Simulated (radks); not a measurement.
Excited configurations of Ne I: one electron is placed in a higher orbital outside [He] 2s2 2p5. The ground configuration is [Ne]. Calculated with a radial shooting solver on a logarithmic mesh with Libxc functionals: non-relativistic Kohn-Sham, PBE, spin-polarised, spherical densities, point nucleus; open shells are filled with parallel spins first. Excitation = E - E(ground); binding = E(ion) - E, where the ion is the core of charge +1; n* = 1/sqrt(2 binding) in atomic units, and the quantum defect is n - n*.

| outer orbital | excitation (eV) | binding (eV) | eigenvalue (eV) | <r> (bohr) |
|---|---|---|---|---|
| 3s | 16.836 | 5.148 | -2.925 | 4.218 |
| 3p | 18.793 | 3.192 | -1.647 | 5.793 |
| 4s | 19.758 | 2.227 | -1.366 | 9.866 |
| 4p | 20.339 | 1.646 | -0.977 | 12.57 |
| 4d | 20.954 | 1.030 | -0.611 | 18.76 |
| 4f | 21.022 | 0.963 | -0.482 | 16.82 |
| 6s | 21.191 | 0.794 | -0.536 | 28.90 |
| 6p | 21.314 | 0.670 | -0.452 | 33.72 |

The Delta-SCF ionisation energy is 21.985 eV (NIST Atomic Spectra Database: 21.565 eV, measured). Self-interaction in the functional shifts the binding energies and quantum defects, so they are the method's values and not measured ones. Open shells are spherical and high-spin; term and fine-structure splittings are not resolved.
